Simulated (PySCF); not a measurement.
Vertical excitations of a molecule CH₇GeNOSi from TDA-PBE/def2-SVPD (PySCF), as energy in eV (oscillator strength): 4.37 (0.007), 4.85 (0.021), 4.98 (0.012), 5.45 (0.001), 5.75 (0.017), 5.90 (0.033), 6.02 (0.024), 6.06 (0.006), 6.24 (0.060), 6.34 (0.003). Lowest triplet (TDA): 4.24 eV. Geometry: B3LYP-D3(BJ)/def2-SVP. The values are those of a single conformer.

Question: Pick the molecule that these values belong to.
(A) [OH][Ge@@H]1[NH]C[SiH2]1
(B) O[Si@@H]1N[CH2][GeH2]1
(C) [CH2]1N[SiH2][O][GeH2]1
(D) [NH2][Ge@@H]1[O]C[SiH2]1

Answer: A, [OH][Ge@@H]1[NH]C[SiH2]1
